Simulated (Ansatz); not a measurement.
Geometry optimisation, Ansatz 0.2.0, RKS PBE-D4/def2-SVP.

Input:

```yaml
crystal:
  periodic: [false, false, false]
  atoms:
    - { symbol: Ta, position_ang: [-0.353078, 0.527829, 0.215379] }
    - { symbol: Cl, position_ang: [2.773888, -1.376649, 0.423579] }
    - { symbol: O, position_ang: [-0.449798, 0.327032, 2.117571] }
    - { symbol: H, position_ang: [-0.062718, 0.64365, 2.946153] }
    - { symbol: F, position_ang: [0.246129, 1.040856, -1.525399] }
    - { symbol: "N", position_ang: [-1.820742, 1.850658, 0.125444] }
    - { symbol: H, position_ang: [-2.524314, 1.965888, 0.859879] }
    - { symbol: H, position_ang: [-2.13662, 2.267708, -0.756474] }
    - { symbol: O, position_ang: [-0.729766, -1.288754, -0.245357] }
    - { symbol: H, position_ang: [-0.175094, -2.060447, -0.075098] }
    - { symbol: H, position_ang: [1.227755, 1.28553, 0.641216] }
    - { symbol: H, position_ang: [2.479656, -0.0766, 0.568507] }
basis:
  gaussian: { orbitals: def2-SVP }
hamiltonian:
  xc: pbe
  dispersion: d4
relax:
  f_tol: 0.03
  max_steps: 50
```

Command:

```bash
$ ansatz run input.yaml --threads 4 --pin off --max-ram 5120MiB --backend cpu --events-out ev --progress --plain --runs-dir out
```

Q: Where does it end, and by what steps?

A: It converged. The force dipped under the threshold on the way, but the program's further checks kept it going. After 41 steps the energy has fallen by 1.317 eV; H12 moved furthest, 2.57 Å. Parted: Ta1–H11 (1.80 → 4.27 Å), Cl2–H12 (1.34 → 2.93 Å). Joined: Ta1–Cl2 (3.67 → 2.37 Å), H11–H12 (1.85 → 0.77 Å).

| step | energy less start (eV) | largest force component (eV/Å) | accepted |
| --- | --- | --- | --- |
| 0 | 0.0000 | 0.596 | yes |
| 2 | -0.0911 | 0.614 | yes |
| 4 | -0.2180 | 0.609 | yes |
| 6 | -0.5231 | 1.648 | yes |
| 8 | -0.9733 | 1.048 | yes |
| 10 | -1.1052 | 0.453 | yes |
| 12 | -1.1060 | 1.637 | no |
| 14 | -1.1693 | 0.321 | yes |
| 16 | -1.1853 | 0.463 | yes |
| 18 | -1.1975 | 0.533 | yes |
| 20 | -1.2171 | 0.627 | yes |
| 22 | -1.2384 | 0.773 | yes |
| 24 | -1.2820 | 0.289 | yes |
| 26 | -1.2988 | 0.099 | yes |
| 28 | -1.3085 | 0.111 | yes |
| 30 | -1.2867 | 1.026 | no |
| 32 | -1.3111 | 0.290 | no |
| 34 | -1.3129 | 0.154 | yes |
| 36 | -1.3151 | 0.150 | yes |
| 38 | -1.3162 | 0.063 | yes |
| 40 | -1.3167 | 0.043 | yes |
| 41 | -1.3168 | 0.015 | yes |

```xyz
12
Properties=species:S:1:pos:R:3
Ta -0.170 -0.333 0.075
Cl 2.178 -0.439 0.390
O -0.452 -0.482 1.957
H -0.265 -0.276 2.884
F 0.169 0.166 -1.737
N -1.202 1.356 0.132
H -1.672 1.739 0.956
H -1.318 1.955 -0.692
O -1.145 -1.904 -0.396
H -1.898 -2.350 0.027
H 2.056 3.210 0.918
H 2.195 2.465 0.781
```

Whether the end is a true minimum wasn't checked by a vibrational analysis.

Run time: 80 s on 4 threads of Arm Neoverse V2, on a shared host, peak memory 0.2 GiB.
